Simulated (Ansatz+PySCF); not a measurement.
Values are calculated unless marked as measured or tabulated.
## Ansatz (development build ahead of 0.2.0) run

```yaml
crystal:
  periodic: [false, false, false]
  atoms:
    - { symbol: Ge, position_ang: [0.0, 0.0, 0.0] }
    - { symbol: H, position_ang: [0.81649, 0.81649, 0.81649] }
    - { symbol: H, position_ang: [0.81649, -0.81649, -0.81649] }
    - { symbol: H, position_ang: [-0.81649, 0.81649, -0.81649] }
    - { symbol: H, position_ang: [-0.81649, -0.81649, 0.81649] }
basis:
  gaussian: { orbitals: def2-SVP }
hamiltonian:
  xc: hf
correlation:
  method: mp2
  frozen_orbitals: { Ge: 9, H: 0 }
scf:
  omitted_lower_state_checks: [stability, starts, atomic_configurations, cluster_reference, orbital_swaps, given_window_search, neighbouring_geometries, increment]
```

The input is written out in the form of the current development build from the run's settings.

Output:

| Property | Result |
| --- | --- |
| Converged | yes |
| Reference energy | -2077.39015 hartree |
| Correlation energy | -0.25285 hartree |
| Total energy | -2077.64300 hartree |
| Spin squared of the determinant | 0.000 |
| Occupied orbitals by symmetry in an Abelian subgroup (alpha; beta) | 9 A1 1 A2 4 B1 4 B2; 9 A1 1 A2 4 B1 4 B2 |
